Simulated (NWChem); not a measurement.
A series in which one site is exchanged, each optimised at PBE0/def2-SVP with NWChem, gas phase unless a solvent is named. This build's default masses of Se (78.918 u) and Br (79.917 u) are each other's, which moves their modes by up to 0.6 %. For some, no frequency run checked for a minimum. def2 effective core potentials on I; no spin-orbit coupling.

A: [GeH3][Br] (GeH$_{3}$Br; site = Br)
B: [Cl][GeH3] (GeH3Cl; site = Cl)
C: [GeH3][I] (GeH$_{3}$I; site = I)
D: [GeH4] (GeH4; site = H)

Values for A:

| Item | Value |
|---|---|
| dipole (D), PBE0/def2-SVP | 1.90 |
| orbital gap (eV), PBE0/def2-SVP | 7.68 |
| vertical ionisation energy, ΔSCF, CAM-B3LYP/def2-SVP (eV) | 10.68 |
| static polarisability, CAM-B3LYP/def2-SVPD (bohr³) | 54.2 |

Problem. How do these values change for the other members?

Solution. 
```tsv
change from A	B	C	D
dipole (D), PBE0/def2-SVP	+0.06	-0.19	-1.90
orbital gap (eV), PBE0/def2-SVP	+0.82	-1.15	+3.50
vertical ionisation energy, ΔSCF, CAM-B3LYP/def2-SVP (eV)	+0.57	-0.83	+1.71
static polarisability, CAM-B3LYP/def2-SVPD (bohr³)	-7.9	+14.1	-19.1
```
